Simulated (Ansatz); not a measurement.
Gas-phase electronic energies from Ansatz, PBE0-D4/def2-TZVP geometries. CCSD(T)/CBS is the MP2 limit (def2-TZVPP, def2-QZVPP) plus CCSD(T) − MP2 in def2-TZVPP, frozen cores. This one scheme is used for every species. Functionals use def2-TZVPP. B3LYP here is the variant with VWN-RPA as its local correlation; programs differ in this. One conformer a species, not always the lowest.

`CO[SiH](N)O[SiH3]` + SiH₄ → `N[SiH]([SiH3])O[SiH3]` + CH₃OH  (formal exchange of groups at the Si–O bond)

Question: Is it downhill or uphill in electronic energy at CCSD(T)/CBS, and by how much? (Best estimate.)

Answer: Ansatz gave: Uphill: ΔE = +1.34 eV.

Question: What do these levels give: PBE-D4, r2SCAN-D4, B3LYP-D4, ωB97X-V, r2SCAN, B3LYP, MP2/def2-TZVPP, SCS-MP2/def2-TZVPP, CCSD/def2-TZVPP, MP2/def2-QZVPP, HF/CBS(def2), CCSD/CBS(def2)? (Best estimate.)

Answer: Ansatz gave: PBE-D4 1.09, r2SCAN-D4 1.31, B3LYP-D4 1.33, ωB97X-V 1.32, r2SCAN 1.31, B3LYP 1.33, MP2/def2-TZVPP 1.43, SCS-MP2/def2-TZVPP 1.45, CCSD/def2-TZVPP 1.39, MP2/def2-QZVPP 1.42, HF/CBS(def2) 1.58, CCSD/CBS(def2) 1.37 eV.

Largest T1 diagnostic among the species: 0.012.

In def2-TZVPP, CCSD(T) changes the Hartree–Fock value by −0.20 eV (the triples alone add −0.03 eV) and MP2 by −0.14 eV. From PBE to PBE0 (25 % exact exchange), in def2-TZVPP and without D4, ΔE moves by +0.09 eV.
